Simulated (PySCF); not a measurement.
A structure optimised at PBE-D3(BJ)/def2-SVP, used in a PySCF frequency run:

```xyz
11

Se    -0.7560     0.4237     0.0000
F     -1.4765    -1.2673     0.0000
N      1.0168     0.1746     0.0000
C      1.7081    -0.2031    -1.2285
C      1.7081    -0.2031     1.2285
H      1.8122    -1.3083    -1.3256
H      2.7282     0.2392    -1.2347
H      1.1482     0.1771    -2.1022
H      2.7282     0.2392     1.2347
H      1.8122    -1.3083     1.3256
H      1.1482     0.1771     2.1022
```
Charge 0, spin multiplicity 1.

Task: Write its SMILES, formula and point group.

Result: CN(C)[Se]F, C2H6FNSe, Cs

Task: What are its rotational constants (standard atomic weights)?

Result: 4.9891, 2.0896, 2.0703 GHz
